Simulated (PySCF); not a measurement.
Formate, SMILES O=C[O-] (charge -1), singlet, PBE0/def2-SVP optimised geometry.

```
4

O     -1.03     1.00     0.00
C     -0.21     0.07     0.00
O      1.03     0.07     0.00
H     -0.69    -1.00     0.00
```

Density from PBE0/def2-TZVPD run with PySCF at that geometry.

Minimum of the electron density along straight lines between bonded atoms, close to the bond critical point (lines longer than 1.1 times the sum of covalent radii, or with two minima, are not listed):

```
bond   length / Å  ρ at the minimum / e bohr⁻³  ∇²ρ there / e bohr⁻⁵  position (fraction from the first atom)
-----  ----------  ---------------------------  --------------------  ---------------------------------------
O1–C2       1.242                        0.394                 -0.41                                     0.66
C2–O3       1.242                        0.394                 -0.41                                     0.34
C2–H4       1.168                        0.239                 -0.74                                     0.64
```
